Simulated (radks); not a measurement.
Values are calculated unless marked as measured or tabulated.
Re24+, 51 electrons, occupied as [Kr] 4d10 4f5.

Code: a radial shooting solver on a logarithmic mesh with Libxc functionals. Model: non-relativistic Kohn-Sham, LDA (Slater exchange, Perdew-Wang correlation), spin-unpolarised, spherical densities, point nucleus; relativity is left out, which matters for an element this heavy.

Energy parts (eV):
part                      energy
total                 -422638.76
kinetic                422517.19
electron-nucleus      -967982.23
Hartree                130345.34
exchange-correlation    -7519.06

Orbitals (lengths in bohr, moments of r in powers of bohr; <r^-3> diverges for s and p1/2):
| orbital | occ. | eigenvalue (eV) | <1/r> | <r^-3> |
|---|---|---|---|---|
| 1s | 2 | -66246.25 | 74.41 | - |
| 2s | 2 | -11538.91 | 17.46 | - |
| 2p | 6 | -11099.63 | 17.50 | 14790 |
| 3s | 2 | -3214.083 | 6.741 | - |
| 3p | 6 | -3010.184 | 6.694 | 3189 |
| 3d | 10 | -2628.902 | 6.614 | 562.4 |
| 4s | 2 | -1177.495 | 3.067 | - |
| 4p | 6 | -1090.062 | 2.997 | 832.3 |
| 4d | 10 | -930.5072 | 2.854 | 134.6 |
| 4f | 5 | -722.4831 | 2.623 | 31.90 |

The highest occupied level is 4f at -722.48 eV. Summed over all electrons, <r^2> = 6.343 bohr^2, which gives a Langevin (diamagnetic) susceptibility term of -5.02 x 10^-6 cm^3/mol. For comparison, the ionisation energy in NIST's Atomic Spectra Database is 760 eV (theoretical). In exact Kohn-Sham theory the highest level is minus the ionisation energy, but local and semilocal functionals leave it too shallow, through self-interaction and a potential that decays too fast; potentials with the right tail come closer. The electron density at the nucleus is 3.016e+05 e/bohr^3. The density falls to 0.001 e/bohr^3 at r = 1.35 bohr. Virial ratio -V/T = 2.00029.

Beside tabulated values, note that spin-unpolarised runs miss the spin-polarisation part of the exchange energy of open shells.
